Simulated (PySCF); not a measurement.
PySCF input file for C3H7BO3, SMILES B1(OCOC1)OC, C-PCM-M06-2X/def2-SVP. The structure is a stationary point at PBE0-D3(BJ)/def2-SVP. This is a generated structure with no PubChem entry under its InChIKey; it may be hypothetical. The values are those of a single conformer.

```python
import numpy as np
from pyscf import gto, scf, dft
from pyscf.solvent import pcm

mol = gto.M(
    atom='''
    C    -2.65268498    0.00808129    0.21459455
    O    -1.53277145    0.71676023   -0.24023924
    B    -0.27652839    0.25998317   -0.10056575
    C     0.31394169   -1.06346033    0.55288928
    O     1.66094592   -1.00914761    0.10371962
    C     1.96826755    0.31715129   -0.18879385
    O     0.78488702    0.98633984   -0.55308555
    H    -3.14422600    0.56644825    1.02715040
    H    -2.39500026   -0.99709941    0.58841818
    H    -3.37491177   -0.10318044   -0.60889326
    H     0.25294487   -1.05667041    1.66220847
    H    -0.13491926   -2.01019988    0.21259503
    H     2.40858506    0.83735688    0.68852834
    H     2.68853194    0.34117597   -1.02247694
    ''',
    basis='def2-SVP',
    charge=0,
    spin=0,
    max_memory=1600,
    verbose=3,
)
mf = dft.RKS(mol, xc='m06-2x').density_fit(auxbasis='def2-universal-jkfit')
mf.grids.level = 4
mf.conv_tol = 1e-9
mf.max_cycle = 100
mf.kernel()
res = {}
for name, eps in {'water': 78.355, 'ethylethanoate': 5.9867, 'dichloromethane': 8.93}.items():
    s = mf.PCM()
    s.with_solvent.method, s.with_solvent.eps, s.with_solvent.lebedev_order = 'C-PCM', eps, 17
    s.kernel(mf.make_rdm1())
    res[name] = (s.e_tot, eps, s.dip_moment(), s.mo_energy, s.converged)
    print(f'{name}: electrostatic solvation free energy {(s.e_tot - mf.e_tot) * 627.509474:.3f} kcal/mol')
```

Program output:

```
converged SCF energy = -368.697916154252

WARN: PCM is an experimental feature. It is still in testing.
Features and APIs may be changed in the future.

converged SCF energy = -368.707681030955
Dipole moment(X, Y, Z, Debye): -1.84264, -1.25796,  1.64900
water: electrostatic solvation free energy -6.128 kcal/mol

WARN: PCM is an experimental feature. It is still in testing.
Features and APIs may be changed in the future.

converged SCF energy = -368.7059851235
Dipole moment(X, Y, Z, Debye): -1.79211, -1.19770,  1.57519
ethylethanoate: electrostatic solvation free energy -5.063 kcal/mol

WARN: PCM is an experimental feature. It is still in testing.
Features and APIs may be changed in the future.

converged SCF energy = -368.706581961256
Dipole moment(X, Y, Z, Debye): -1.80980, -1.21861,  1.60082
dichloromethane: electrostatic solvation free energy -5.438 kcal/mol
```

The run converged.

Cost: roughly 3 core-minutes.
